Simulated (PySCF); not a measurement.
IrO₃, SMILES [O]=[Ir](=[O])=[O] (connectivity only; charge and spin as stated), neutral, multiplicity 4. Atoms are numbered in the order given.

```xyz
4

Ir     0.0000     0.0000     0.0000
O     -1.7549     0.0000     0.0000
O      0.8775     1.5198     0.0000
O      0.8775    -1.5198     0.0000
```
Charge 0, spin multiplicity 4.

Geometry: PBE-D3(BJ)/def2-TZVP. The geometry has at least one imaginary mode, so it is a saddle point at that level. The multiplicity is an assumed one; other spin states were not compared. The def2 effective core potentials stand for the cores of Ir; spin–orbit coupling is left out.

These are TDA-M06-2X/def2-SVPD in PySCF values and carry that method's errors.

Vertical excitations; the highest root listed may be one member of a degenerate set. The molecule is in vacuum.

```json
[
 {"state": "root 1", "energy (eV)": "0.94", "λ (nm)": "1317", "f": "0.004", "main pairs": "β HOMO→LUMO 98 %"},
 {"state": "root 2", "energy (eV)": "1.74", "λ (nm)": "711", "f": "0.000", "main pairs": "β HOMO−1→LUMO 98 %"},
 {"state": "root 3", "energy (eV)": "1.98", "λ (nm)": "626", "f": "0.001", "main pairs": "β HOMO−2→LUMO (degenerate set)"},
 {"state": "root 4", "energy (eV)": "1.98", "λ (nm)": "626", "f": "0.001", "main pairs": "β HOMO−3→LUMO (degenerate set)"},
 {"state": "root 5", "energy (eV)": "2.25", "λ (nm)": "551", "f": "0.000", "main pairs": "β HOMO−1→LUMO+1, β HOMO−3→LUMO+2, β HOMO−2→LUMO+1 (degenerate set)"},
 {"state": "root 6", "energy (eV)": "2.25", "λ (nm)": "551", "f": "0.000", "main pairs": "β HOMO−1→LUMO+2, β HOMO−3→LUMO+1, β HOMO−2→LUMO+2 (degenerate set)"},
 {"state": "root 7", "energy (eV)": "2.96", "λ (nm)": "418", "f": "0.026", "main pairs": "β HOMO→LUMO+1 (degenerate set)"},
 {"state": "root 8", "energy (eV)": "2.96", "λ (nm)": "418", "f": "0.026", "main pairs": "β HOMO→LUMO+2 (degenerate set)"},
 {"state": "root 9", "energy (eV)": "2.98", "λ (nm)": "416", "f": "0.000", "main pairs": "α HOMO→LUMO, α HOMO−1→LUMO+1, β HOMO−4→LUMO (degenerate set)"},
 {"state": "root 10", "energy (eV)": "2.98", "λ (nm)": "416", "f": "0.000", "main pairs": "α HOMO−1→LUMO, α HOMO→LUMO+1, β HOMO−5→LUMO (degenerate set)"}
]
```
Unrestricted roots are not spin-pure.
